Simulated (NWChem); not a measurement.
System: C3H2F3 cation

Excerpt of the output:

```
             Northwest Computational Chemistry Package (NWChem) 7.3.0
             --------------------------------------------------------

 CS  symmetry detected

                             Geometry "geometry" -> ""
                             -------------------------

 Output coordinates in angstroms (scale by  1.889725989 to convert to a.u.)

  No.       Tag          Charge          X              Y              Z
 ---- ---------------- ---------- -------------- -------------- --------------
    1 C                    6.0000    -1.25686651    -1.40532027     0.00000000
    2 C                    6.0000    -0.06802643    -0.73945502     0.00000000
    3 F                    9.0000     1.07929833    -1.38179973     0.00000000
    4 C                    6.0000     0.03879153     0.67970537     0.00000000
    5 F                    9.0000    -0.98091338     1.44045790     0.00000000
    6 F                    9.0000     1.14468378     1.29403225     0.00000000
    7 H                    1.0000    -2.21014776    -0.89147328     0.00000000
    8 H                    1.0000    -1.26086236    -2.49232099     0.00000000

 Effective nuclear repulsion energy (a.u.)     236.7099140270

      Symmetry information
      --------------------

 Group name             Cs
 Group number              2
 Group order               2
 No. of unique centers     8

                                Z-matrix (autoz)
                                --------

 Units are Angstrom for bonds and degrees for angles

      Type          Name      I     J     K     L     M      Value
      ----------- --------  ----- ----- ----- ----- ----- ----------
    1 Stretch                  1     2                       1.36261
    2 Stretch                  1     7                       1.08295
    3 Stretch                  1     8                       1.08701
    4 Stretch                  2     3                       1.31490
    5 Stretch                  2     4                       1.42317
    6 Stretch                  4     5                       1.27222
    7 Stretch                  4     6                       1.26507
    8 Bend                     1     2     3               121.50411
    9 Bend                     1     2     4               123.55748
   10 Bend                     2     1     7               122.42097
   11 Bend                     2     1     8               119.46366
   12 Bend                     2     4     5               122.42039
   13 Bend                     2     4     6               123.35677
   14 Bend                     3     2     4               114.93841
   15 Bend                     5     4     6               114.22284
   16 Bend                     7     1     8               118.11537
   17 Torsion                  1     2     4     5           0.00000
   18 Torsion                  1     2     4     6         180.00000
   19 Torsion                  3     2     1     7         180.00000
   20 Torsion                  3     2     1     8           0.00000
   21 Torsion                  3     2     4     5         180.00000
   22 Torsion                  3     2     4     6           0.00000
   23 Torsion                  4     2     1     7           0.00000
   24 Torsion                  4     2     1     8         180.00000

  pbe96 is a nonlocal functional; adding pw91lda local functional.

                           NWChem Geometry Optimization
                           ----------------------------

 maximum gradient threshold         (gmax) =   0.000450
 rms gradient threshold             (grms) =   0.000300
 maximum cartesian step threshold   (xmax) =   0.001800
 rms cartesian step threshold       (xrms) =   0.001200
 fixed trust radius                (trust) =   0.300000
 source of zmatrix                         =   autoz

          -------------------
          Energy Minimization
          -------------------

 Using diagonal initial Hessian
 Scaling for Hessian diagonals: bonds = 1.00  angles = 0.25  torsions = 0.10

[...]

      ----------------------
      Optimization converged
      ----------------------

  Step       Energy      Delta E   Gmax     Grms     Xrms     Xmax
  ---- ---------------- -------- -------- -------- -------- --------
@    5    -413.94893108 -1.8D-07  0.00004  0.00002  0.00048  0.00119
                                     ok       ok       ok       ok

                                Z-matrix (autoz)
                                --------

 Units are Angstrom for bonds and degrees for angles

      Type          Name      I     J     K     L     M      Value     Gradient
      ----------- --------  ----- ----- ----- ----- ----- ---------- ----------
    1 Stretch                  1     2                       1.36789   -0.00001
    2 Stretch                  1     7                       1.10161   -0.00004
    3 Stretch                  1     8                       1.10367   -0.00003
    4 Stretch                  2     3                       1.31451   -0.00001
    5 Stretch                  2     4                       1.43696    0.00002
    6 Stretch                  4     5                       1.27231    0.00003
    7 Stretch                  4     6                       1.26640    0.00003
    8 Bend                     1     2     3               124.05745    0.00001
    9 Bend                     1     2     4               121.27221   -0.00001
   10 Bend                     2     1     7               121.29963    0.00001
   11 Bend                     2     1     8               119.50477   -0.00001
   12 Bend                     2     4     5               122.81727   -0.00000
   13 Bend                     2     4     6               121.36526   -0.00001
   14 Bend                     3     2     4               114.67034   -0.00000
   15 Bend                     5     4     6               115.81748    0.00001
   16 Bend                     7     1     8               119.19560    0.00001
   17 Torsion                  1     2     4     5           0.00000    0.00000
   18 Torsion                  1     2     4     6         180.00000    0.00000
   19 Torsion                  3     2     1     7         180.00000    0.00000
   20 Torsion                  3     2     1     8           0.00000    0.00000
   21 Torsion                  3     2     4     5         180.00000    0.00000
   22 Torsion                  3     2     4     6           0.00000    0.00000
   23 Torsion                  4     2     1     7           0.00000    0.00000
   24 Torsion                  4     2     1     8         180.00000    0.00000

                         Geometry "geometry" -> "geometry"
                         ---------------------------------

 Output coordinates in angstroms (scale by  1.889725989 to convert to a.u.)

[...]

 Rotational Constants
 --------------------
 A=   0.181898 cm-1  (  0.261705 K)
 B=   0.113832 cm-1  (  0.163775 K)
 C=   0.070016 cm-1  (  0.100735 K)

 Temperature                      =   298.15K
 frequency scaling parameter      =   1.0000

 Zero-Point correction to Energy  =   28.376 kcal/mol  (  0.045221 au)
 Thermal correction to Energy     =   31.861 kcal/mol  (  0.050773 au)
 Thermal correction to Enthalpy   =   32.453 kcal/mol  (  0.051717 au)

 Total Entropy                    =   75.548 cal/mol-K
   - Translational                =   39.548 cal/mol-K (mol. weight =  95.0109)
   - Rotational                   =   26.500 cal/mol-K (symmetry #  =        1)
   - Vibrational                  =    9.500 cal/mol-K

 Cv (constant volume heat capacity) =   18.721 cal/mol-K
   - Translational                  =    2.979 cal/mol-K
   - Rotational                     =    2.979 cal/mol-K
   - Vibrational                    =   12.762 cal/mol-K

[normal modes left out]

 ----------------------------------------------------------------------------
 Normal Eigenvalue ||           Projected Infra Red Intensities
  Mode   [cm**-1]  || [atomic units] [(debye/angs)**2] [(KM/mol)] [arbitrary]
 ------ ---------- || -------------- ----------------- ---------- -----------
    1       -0.000 ||    0.005505           0.127         5.366       1.032
    2       -0.000 ||    0.009945           0.229         9.695       1.865
    3       -0.000 ||    0.003965           0.091         3.865       0.743
    4        0.000 ||    0.006174           0.142         6.018       1.158
    5        0.000 ||    0.005440           0.125         5.303       1.020
    6        0.000 ||    0.007631           0.176         7.439       1.431
    7      114.114 ||    0.004507           0.104         4.394       0.845
    8      228.491 ||    0.003988           0.092         3.888       0.748
    9      368.770 ||    0.001503           0.035         1.465       0.282
   10      375.539 ||    0.001736           0.040         1.693       0.326
   11      507.666 ||    0.000292           0.007         0.285       0.055
   12      577.883 ||    0.008730           0.201         8.510       1.637
   13      646.966 ||    0.000398           0.009         0.388       0.075
   14      736.924 ||    0.018519           0.427        18.053       3.472
   15      809.009 ||    0.003068           0.071         2.991       0.575
   16      938.550 ||    0.018549           0.428        18.083       3.478
   17      981.409 ||    0.030643           0.707        29.872       5.746
   18     1248.534 ||    0.102810           2.372       100.224      19.278
   19     1359.841 ||    0.064605           1.490        62.980      12.114
   20     1513.229 ||    0.237071           5.469       231.108      44.453
   21     1546.927 ||    0.580163          13.385       565.572     108.787
   22     1601.946 ||    0.079296           1.829        77.301      14.869
   23     3092.755 ||    0.043422           1.002        42.330       8.142
   24     3210.533 ||    0.041967           0.968        40.911       7.869
 ----------------------------------------------------------------------------
```

Level: PBE-D3(BJ)/def2-SVP. 

Task: Reconstruct the input file.

Result: Several could match; the one computed here: the input that was run:
```
start job
memory heap 200 mb stack 900 mb global 1100 mb
charge 1
geometry units angstroms
  C     -1.817546     0.103890    -0.712394
  C     -0.733228     0.300701     0.089003
  F     -0.799650     1.059475     1.160829
  C      0.541518    -0.283283    -0.154742
  F      0.764970    -1.041745    -1.151410
  F      1.545798    -0.097905     0.591885
  H     -1.779541    -0.517711    -1.598369
  H     -2.760693     0.583403    -0.463140
end
basis spherical
  * library def2-svp
end
dft
  xc xpbe96 cpbe96
  disp vdw 4
  iterations 150
end
driver
  maxiter 120
end
task dft optimize
task dft freq
```
